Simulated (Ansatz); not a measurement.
Saddle point of SiN$_{2}$H$_{6}$O, closed shell (SiN₂H₆O ([NH2][SiH]([NH2])[OH]) → SiN₂H₄O ([NH2][Si]([NH2])[O]) + H₂; bonds formed: H2–H4; bonds broken: Si1–H2, O3–H4), PBE0-D4/def2-TZVP structure:

```json
{"atom": "Si1", "x (Å)": "-0.1357", "y (Å)": "0.2495", "z (Å)": "-0.2693"}
{"atom": "H2", "x (Å)": "0.5781", "y (Å)": "-0.9394", "z (Å)": "-1.4192"}
{"atom": "O3", "x (Å)": "-0.5325", "y (Å)": "1.0065", "z (Å)": "-1.5742"}
{"atom": "H4", "x (Å)": "0.1639", "y (Å)": "-0.1940", "z (Å)": "-1.8587"}
{"atom": "N5", "x (Å)": "1.1447", "y (Å)": "0.7280", "z (Å)": "0.7046"}
{"atom": "N6", "x (Å)": "-1.2347", "y (Å)": "-0.6380", "z (Å)": "0.6370"}
{"atom": "H7", "x (Å)": "1.3385", "y (Å)": "0.3822", "z (Å)": "1.6277"}
{"atom": "H8", "x (Å)": "1.8613", "y (Å)": "1.3380", "z (Å)": "0.3500"}
{"atom": "H9", "x (Å)": "-2.1047", "y (Å)": "-0.9442", "z (Å)": "0.2368"}
{"atom": "H10", "x (Å)": "-1.0789", "y (Å)": "-0.9886", "z (Å)": "1.5654"}
```

Energies are electronic, without zero-point energy. Barriers and step energies count from the start structure reached by relaxing down the imaginary mode; all methods use the PBE0-D4 structures, on which another method's saddle can fall below an end. Program: Ansatz 0.2.0. Basis: def2-TZVPP, with def2-QZVPP for the basis limit. Cores are frozen in the correlated methods. B3LYP uses VWN-RPA correlation. Extrapolation: Hartree–Fock as exp(−7.88 √X), correlation as X^−2.97.

| method | barrier (kJ/mol) | step energy (kJ/mol) |
| --- | --- | --- |
| SPW92 | 190.8 | 166.0 |
| PBE-D4 | ? | 138.4 |
| BLYP-D4 | ? | 122.0 |
| r2SCAN-D4 | 214.3 | 148.6 |
| B97M-V | 222.1 | 149.7 |
| PBE0-D4 | 224.9 | 159.8 |
| B3LYP-D4 | 227.5 | 142.3 |
| r2SCAN0-D4 | ? | 164.3 |
| BHLYP-D4 | 255.1 | 164.8 |
| CAM-B3LYP-D4 | 235.5 | 154.0 |
| wB97X-V | 237.4 | 158.3 |
| wB97M-V | 233.2 | 154.6 |
| B2PLYP | 230.1 | 142.8 |
| PBE-QIDH | 237.1 | 164.7 |
| RPA on PBE | 235.6 | 146.2 |
| HF | 295.9 | 173.3 |
| MP2 | 230.0 | 146.3 |
| CCSD | 249.8 | 159.9 |
| CCSD(T) | 238.6 | 153.8 |

(1) Fill in the withheld barriers. (Judge from chemistry; the value comes from the calculation.)

T1 diagnostic: at most 0.015.

## Answers

(1) The calculation gives: BLYP-D4 208.3; PBE-D4 200.4; r2SCAN0-D4 232.5 kJ/mol. Each is the energy of the saddle less that of the start structure, by the same method.

For comparison, the barrier by CCSD(T) at an estimated basis limit (MP2 extrapolated from triple and quadruple zeta, plus CCSD(T) − MP2 in triple zeta) is 236.9 kJ/mol.

Labels in which every atom is bracketed show which atoms are joined, not bond orders.

For scale, one of the runs: CCSD(T)/def2-TZVPP, 219 basis functions, launched by `ansatz run in.yaml --threads 4 --pin off --events-out ev --progress --plain --max-ram 9574MiB`. Hardware: 4 CPU threads of an Arm Neoverse V1, shared host. Wall time 54 s; peak host memory 3.4 GiB.
